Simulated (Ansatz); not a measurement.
Molecule: sum formula SiHS, net charge 1, singlet state. It need not be the lowest isomer of its formula. 
Geometry from a B3LYP-D3(BJ)/def2-TZVP (Ansatz, a quantum-chemistry and plane-wave program) optimisation:
```xyz
3

Si     0.9711    -0.5809     0.0183
S     -0.7579     0.5467    -0.0113
H     -1.4692    -0.6142    -0.0767
```
Charge +1, spin multiplicity 1.

Basis-set convergence of Hartree-Fock and MP2 correlation energies (hartree) with Ansatz. Cores are frozen in the correlated levels unless marked. No spin-orbit coupling. No relativistic terms.

```csv
basis,functions,E(HF),"E(corr, MP2)"
def2-SVP,41,-686.53443,-0.19398
def2-TZVPP,98,-686.77749,-0.24849
def2-QZVPP,170,-686.79688,-0.26915
```

Extrapolating the two largest sets (X = 3 and 4) as X^-3: E(corr) = (64·(-0.26915) - 27·(-0.24849))/37 = -0.2842 Eh, an estimate of the basis-set limit. The largest set recovers 94.7 % of it, the smallest 68.2 %.
